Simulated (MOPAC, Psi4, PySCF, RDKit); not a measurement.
Torsional profile of SMILES Fc1ccccc1-c1cccs1 (C₁₀H₇FS). Scanned: dihedral C2–C7–C8–S12; all other coordinates were relaxed at GFN2-xTB. Points at φ and −φ are mirror images. Heavy atoms are numbered in the order of the SMILES Fc1ccccc1-c1cccs1, hydrogens after them in the order of the atoms that carry them; the mirror image has the same energies with the sign of each dihedral reversed.

Levels of theory: UFF // GFN2-xTB (RDKit); RHF/LANL2DZ = restricted Hartree-Fock/LANL2DZ, with its core potentials past Ne // GFN2-xTB (PySCF 2.14.0); PM6, restricted, heats of formation // GFN2-xTB (MOPAC); PBE-D3(BJ)/def2-SVP // GFN2-xTB (Psi4).

Energies relative to the lowest point of each profile, in kJ/mol:

| φ / ° | UFF | RHF/LANL2DZ | PM6 |
|---|---|---|---|
| -150 | 4.6 | 0.0 | 6.1 |
| -120 | 8.3 | 4.7 | 3.4 |
| -90 | 16.9 | 7.4 | 3.3 |
| -60 | 5.6 | 6.4 | 2.7 |
| -30 | 0.0 | 8.6 | 0.0 |
| 0 | 8.6 | 12.8 | 0.0 |
| 30 | 0.0 | 8.6 | 0.0 |
| 60 | 5.6 | 6.4 | 2.7 |
| 90 | 16.9 | 7.4 | 3.3 |
| 120 | 8.3 | 4.7 | 3.4 |
| 150 | 4.6 | 0.0 | 6.1 |
| 180 | 15.3 | 0.6 | 10.9 |

### Question
Estimate the PBE-D3(BJ)/def2-SVP values at these points.

### Answer
-150: 1.1; -120: 9.8; -90: 17.2; -60: 10.5; -30: 3.5; 0: 2.0; 30: 3.5; 60: 10.5; 90: 17.2; 120: 9.8; 150: 1.1; 180: 0.0 (kJ/mol).
